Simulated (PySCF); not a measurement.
Species: C5H7FO3.
Structure used (GFN2-xTB), in Å, numbered top down from 1:
```
atom  x, y, z in Å
C1     2.2048    1.2589   -0.5164
O2     1.4530    0.4716    0.4043
C3     1.3840   -0.8309    0.1657
F4     2.5562   -1.4161   -0.1888
C5     0.3207   -1.6172    0.3133
O6    -0.9405   -1.1511    0.6280
C7    -1.4443   -0.1087   -0.0686
C8    -2.8003    0.2594    0.4633
O9    -0.8854    0.4122   -0.9928
H10    2.2054    2.2653   -0.1062
H11    3.2283    0.8884   -0.6055
H12    1.7163    1.2545   -1.4934
H13    0.3908   -2.6880    0.2241
H14   -2.7869    0.2518    1.5492
H15   -3.0854    1.2373    0.0886
H16   -3.5243   -0.4785    0.1239
```

The closed-shell SCF was solved with PySCF and density fitting under several settings on one GFN2-xTB geometry (grid level 2 and gas phase unless stated).

| settings | basis functions | SCF cycles | E (Eh) | HOMO (eV) | LUMO (eV) | dipole (D) |
| --- | --- | --- | --- | --- | --- | --- |
| PBE0/pcSseg-1 | 188 | 15 | -519.6127 | -6.71 | 0.10 | 0.91 |
| PBE0/def2-SVPD | 248 | 15 | -519.3100 | -6.81 | -0.08 | 1.07 |
| HSE06/pcSseg-1 | 188 | 15 | -519.6594 | -6.32 | -0.30 | 0.91 |
| revPBE/pcSseg-1 | 188 | 17 | -520.0251 | -5.36 | -0.87 | 0.79 |
| BLYP/pcSseg-1, damping 0.2 at the start, DIIS from the seventh cycle | 188 | 27 | -520.0640 | -5.30 | -0.85 | 0.80 |
| X3LYP/6-31G* | 140 | 15 | -520.0072 | -6.13 | 0.37 | 0.75 |

Estimate the rows for these settings: (1) wB97X-D/pcSseg-1; (2) wB97X/IGLO-II; (3) mPW1PW91/pcSseg-1, grid level 4.

```
                       settings  basis functions  SCF cycles     E (Eh)  HOMO (eV)  LUMO (eV)  dipole (D)
               wB97X-D/pcSseg-1              188          14  -520.0081      -8.59       1.94        0.94
                  wB97X/IGLO-II              240          15  -520.2405      -9.02       2.39        0.97
mPW1PW91/pcSseg-1, grid level 4              188          15  -520.0451      -6.75       0.07        0.92
```

Over all rows, what range does the HOMO–LUMO gap span?

From 4.45 eV (BLYP/pcSseg-1, damping 0.2 at the start, DIIS from the seventh cycle) to 11.41 eV (wB97X/IGLO-II). The functional of the narrowest has no exact exchange, that of the widest range-separated exact exchange.

And the dipole moment?

From 0.75 D (X3LYP/6-31G*) to 1.07 D (PBE0/def2-SVPD); the largest is 1.43 times the smallest, and the median is 0.91 D.

Compare two rows with the functional PBE0: PBE0/pcSseg-1 and PBE0/def2-SVPD. Which energy is lower, and by how much?

PBE0/pcSseg-1 (188 functions) lies 0.3027 Eh or 190 kcal/mol below PBE0/def2-SVPD (248 functions). The smaller set gives the lower energy; the two sets aren't nested, so the variational bound doesn't order them by size.

wB97X-D ran without the empirical dispersion term, which would shift the total energy alone. Cycle counts include a coarse-grid stage where the run had one. All basis functions are spherical, in the Pople sets too.

One conformer stands for the species.
